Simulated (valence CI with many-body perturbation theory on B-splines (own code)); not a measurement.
# Energy levels of P10+

Computed by configuration interaction combined with many-body perturbation theory (CI+MBPT): three valence electrons over a frozen Dirac-Fock core [He], a basis of 11 s, 11 p, 10 d, 8 f, 5 g, 2 h functions for each j, with the one-electron correlation potential Σ1, the two-electron term Σ2, the three-electron term Σ3, Breit, model QED; selected CI, second order for the rest, scaled by the run's own slope (own B-spline code, finite nucleus).

No measured levels were compared; by estimate levels of excited configurations hold to 0.05 to 0.15 % of their energy, terms of the ground configuration to about 0.5 %.

Levels 91 to 135 of 192, with energies above the lowest level, 2s2 2p 2P°_1/2. "Leading %" is the weight of the configuration and term that name the level; weights of strongly mixed levels are sums over their largest components and can fall short.

```csv
No.,Configuration,Term,J,E (eV),Leading %,g,Second component
91,2p2 3p,2F°,5/2,349.77,92,0.861,6 % 2s 2p 3d 2F°
92,2p2 3d,4F,7/2,349.79,97,1.241,
93,2p2 3p,2F°,7/2,350.00,93,1.144,6 % 2s 2p 3d 2F°
94,2p2 3d,4F,9/2,350.23,99,1.332,
95,2p2 3d,2P,3/2,351.34,50,1.264,47 % 2p2 3d 4D
96,2p2 3d,4D,1/2,351.42,85,0.099,13 % 2p2 3d 2P
97,2p2 3d,4D,5/2,351.61,78,1.281,17 % 2p2 3d 2F
98,2p2 3d,4D,7/2,351.79,82,1.381,15 % 2p2 3d 2F
99,2p2 3d,4D,3/2,351.87,50,1.264,48 % 2p2 3d 2P
100,2p2 3d,2F,5/2,352.21,82,0.946,16 % 2p2 3d 4D
101,2p2 3d,2P,1/2,352.48,86,0.579,13 % 2p2 3d 4D
102,2p2 3p,2D°,5/2,352.93,98,1.199,
103,2p2 3p,2D°,3/2,352.95,95,0.816,
104,2p2 3d,2F,7/2,353.07,84,1.184,15 % 2p2 3d 4D
105,2p2 3d,4P,5/2,354.15,95,1.592,
106,2p2 3d,4P,3/2,354.43,97,1.724,
107,2p2 3d,4P,1/2,354.57,97,2.648,
108,2p2 3p,2P°,1/2,355.10,96,0.665,
109,2p2 3s,2S,1/2,355.41,83,2.005,9 % 2p2 3d 2S
110,2p2 3p,2P°,3/2,355.64,93,1.321,
111,2p2 3d,2G,7/2,358.08,97,0.893,
112,2p2 3d,2G,9/2,358.17,99,1.112,
113,2p2 3d,2D,5/2,358.33,95,1.192,
114,2p2 3d,2D,3/2,358.35,96,0.804,
115,2p2 3d,2D,3/2,360.65,98,0.800,
116,2p2 3d,2D,5/2,360.78,56,1.056,42 % 2p2 3d 2F
117,2p2 3d,2F,7/2,360.99,97,1.140,
118,2p2 3d,2F,5/2,361.44,54,1.011,44 % 2p2 3d 2D
119,2p2 3d,2P,1/2,363.09,97,0.669,
120,2p2 3d,2P,3/2,363.42,97,1.332,
121,2p2 3d,2S,1/2,364.62,88,2.001,7 % 2p2 3s 2S
122,2p2 3p,2P°,1/2,366.05,92,0.665,5 % 2s2 3p 2P°
123,2s2 4s,2S,1/2,366.17,93,2.002,5 % 2p2 4s 2S
124,2p2 3p,2P°,3/2,366.18,91,1.333,5 % 2s2 3p 2P°
125,2s2 4p,2P°,1/2,370.56,94,0.666,5 % 2p2 4p 2P°
126,2s2 4p,2P°,3/2,370.69,94,1.334,5 % 2p2 4p 2P°
127,2s2 4d,2D,5/2,374.10,65,1.200,28 % 2p2 3d 2D
128,2s2 4d,2D,3/2,374.10,73,0.799,20 % 2p2 3d 2D
129,2p2 3d,2D,5/2,374.82,63,1.200,29 % 2s2 4d 2D
130,2p2 3d,2D,3/2,374.91,72,0.799,21 % 2s2 4d 2D
131,2s2 4f,2F°,5/2,376.43,94,0.857,5 % 2p2 4f 2F°
132,2s2 4f,2F°,7/2,376.44,94,1.143,5 % 2p2 4f 2F°
133,2s 2p 4s,4P°,1/2,388.97,98,2.647,
134,2s 2p 4s,4P°,3/2,389.35,97,1.725,
135,2s 2p 4s,4P°,5/2,390.13,99,1.600,
```

Names give the largest LS component (configuration and term), which can be under half, so a name can repeat, a term be missing and a line seem to break the LS rules; names also repeat where a configuration has a term twice.
